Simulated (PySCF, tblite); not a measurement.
Compound: C5H6NOPSi.
Numbering: `[O:1]=[CH:2][c:3]1[p:4][cH:5][n:6][cH:7][c:8]1[SiH3:9]` (hydrogens: H10 on C2; H11 on C5; H12 on C7; H13, H14, H15 on Si9)

Computed with GFN2-xTB (tblite), gas phase: Langevin dynamics at 600 K from the optimised GFN2-xTB geometry, time step 0.5 fs, friction 0.01 fs⁻¹, 2000 steps. Over the second half of the run the saved frames average 625 K.

Frame at 250 fs, instantaneous temperature 574 K:
```
atom  x, y, z in Å
O1     -2.235    1.501   -0.813
C2     -1.138    1.944   -0.437
C3     -0.168    0.949    0.230
P4      1.307    1.456    0.843
C5      2.221   -0.065    0.931
N6      1.641   -1.234    0.735
C7      0.410   -1.449    0.306
C8     -0.558   -0.396    0.075
Si9    -2.325   -0.755   -0.606
H10    -0.721    2.962   -0.445
H11     3.280   -0.134    1.139
H12     0.061   -2.445    0.504
H13    -2.591   -0.578   -1.966
H14    -3.614   -0.547    0.183
H15    -2.400   -2.266   -0.578
```

Frame at 425 fs, instantaneous temperature 600 K:
```
atom  x, y, z in Å
O1     -2.084    1.847   -0.538
C2     -1.002    1.968   -0.029
C3     -0.116    0.907    0.415
P4      1.590    1.150    1.008
C5      1.833   -0.565    1.437
N6      1.204   -1.652    1.028
C7      0.146   -1.461    0.287
C8     -0.605   -0.298    0.159
Si9    -2.180   -0.568   -0.793
H10    -0.523    2.896    0.247
H11     2.696   -0.772    2.015
H12    -0.404   -2.277   -0.193
H13    -1.924    0.031   -2.047
H14    -3.330   -0.161    0.129
H15    -2.078   -2.012   -1.014
```

Frame at 625 fs, instantaneous temperature 548 K:
```
atom  x, y, z in Å
O1     -2.057    2.544   -0.306
C2     -1.113    2.545    0.424
C3     -0.206    1.420    0.379
P4      1.335    1.642    1.196
C5      1.830   -0.002    0.884
N6      1.227   -1.062    0.383
C7     -0.010   -1.008    0.062
C8     -0.682    0.223   -0.153
Si9    -2.416    0.130   -0.878
H10    -0.585    3.312    0.886
H11     2.914   -0.260    1.163
H12    -0.482   -1.901   -0.341
H13    -1.986    0.680   -2.083
H14    -3.511    0.850   -0.419
H15    -2.748   -1.249   -1.253
```

Frame at 800 fs, instantaneous temperature 716 K:
```
atom  x, y, z in Å
O1     -2.626    1.792    1.122
C2     -1.591    1.336    1.555
C3     -0.387    0.780    0.728
P4      1.099    1.225    1.556
C5      2.223    0.419    0.493
N6      1.927   -0.330   -0.522
C7      0.685   -0.546   -0.966
C8     -0.469    0.201   -0.543
Si9    -1.998    0.117   -1.698
H10    -1.297    1.340    2.653
H11     3.246    0.635    0.651
H12     0.763   -0.970   -1.999
H13    -2.957    1.225   -1.554
H14    -2.665   -1.062   -1.258
H15    -1.601    0.069   -3.100
```

Frame at 1000 fs, instantaneous temperature 634 K:
```
atom  x, y, z in Å
O1     -2.341    1.042    1.402
C2     -1.332    1.583    1.224
C3     -0.181    0.959    0.453
P4      1.343    1.207    1.314
C5      2.430    0.480    0.168
N6      2.147    0.114   -0.996
C7      0.875    0.148   -1.550
C8     -0.281    0.488   -0.859
Si9    -2.007    0.302   -1.671
H10    -1.118    2.544    1.688
H11     3.374    0.323    0.610
H12     0.766   -0.070   -2.614
H13    -2.757   -0.557   -0.745
H14    -1.791   -0.350   -3.052
H15    -2.521    1.672   -2.039
```

Problem. What do single points at PBE0/pcSseg-1 (PySCF, gas phase) give on these frames?

Solution. 
```
t (fs)  GFN2-xTB E above start (eV)  DFT E above lowest frame (eV)  HOMO (eV)  LUMO (eV)  dipole (D)
   250                         1.03                           0.19      -7.33      -3.33        3.21
   425                         0.93                           0.30      -7.59      -3.23        1.37
   625                         1.14                           0.61      -7.47      -3.04        1.76
   800                         0.92                           0.01      -7.34      -2.85        1.19
  1000                         0.93                           0.00      -7.18      -2.70        1.10
```

The two levels order the frames differently by energy; measured from each level's lowest frame they differ by 0.39 eV at most. The HOMO–LUMO gap runs from 4.00 to 4.49 eV. These are instantaneous structures, not minima.

Problem. And the isotropic GIAO shieldings (ppm) from the same runs?

Solution. 
```csv
atom,250 fs,425 fs,625 fs,800 fs,1000 fs,mean,range
O1,-260.3,-277.9,-312.8,-385.2,-355.1,-318.3,124.9
C2,-26.3,-11.8,-14.2,-21.0,-7.4,-16.1,18.9
C3,3.1,3.8,-4.0,-14.4,-22.1,-6.7,25.9
P4,53.6,67.8,110.0,73.3,70.6,75.1,56.4
C5,-7.9,-14.1,-8.1,2.0,8.5,-3.9,22.6
N6,-142.0,-85.0,-100.4,-125.9,-109.8,-112.6,57.0
C7,22.6,21.2,28.5,20.6,25.1,23.6,7.9
C8,34.7,45.0,36.3,41.3,55.2,42.5,20.5
Si9,443.4,395.2,421.4,424.9,419.6,420.9,48.2
H10,20.9,21.2,21.4,20.7,21.3,21.1,0.7
H11,20.3,20.7,20.5,21.1,20.5,20.6,0.8
H12,21.8,21.4,22.0,21.5,22.2,21.8,0.8
H13,27.6,27.2,27.8,26.3,26.0,27.0,1.8
H14,25.8,25.5,27.5,27.3,26.4,26.5,2.0
H15,26.8,27.2,27.4,27.5,26.4,27.1,1.1
```

The cost below is that of the whole dynamics run. Hardware: Intel Xeon at 2.50 GHz, one thread, shared host with 64 logical CPUs at a one-minute load of 60. Cost: 48 s wall, 0.18 GiB resident at most.
